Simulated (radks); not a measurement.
Valence configurations of the cadmium ion Cd+ (all share [Kr]). Method: scalar-relativistic Kohn-Sham, SCAN, spin-unpolarised, spherical densities, finite nucleus; meta-GGA in the generalised Kohn-Sham scheme; Fermi nuclear charge, rms radius 4.6087 fm; computed with a radial shooting solver on a logarithmic mesh with Libxc functionals. Energies are relative to 4d10 5s1; eigenvalues in eV.

valence          E (eV)    e(4d)    e(5p)    e(5s)
4d10 5s1          0.000  -20.915        -  -13.008
4d8 5s1 5p2      35.000  -32.103  -10.742  -18.097
4d10 5p1          5.883  -22.507   -7.972        -
4d8 5p3          42.347  -33.411  -11.344        -
4d9 5s1 5p1      15.625  -26.558   -9.075  -15.724
4d9.5 5s1 5p0.5   7.340  -23.759   -8.098  -14.376
4d9 5p2          22.233  -27.998   -9.759        -
4d8.5 5s2 5p0.5  17.787  -27.920   -9.161  -16.160
4d9.5 5p1.5      13.616  -25.266   -8.872        -

NIST lists [Kr] 4d10 5s1 as the ground configuration; this level of theory agrees among the configurations tried. The energies are those of spherical spin-averaged densities, not of single terms. No valid solution was reached for [Kr] 4d9 5s2.
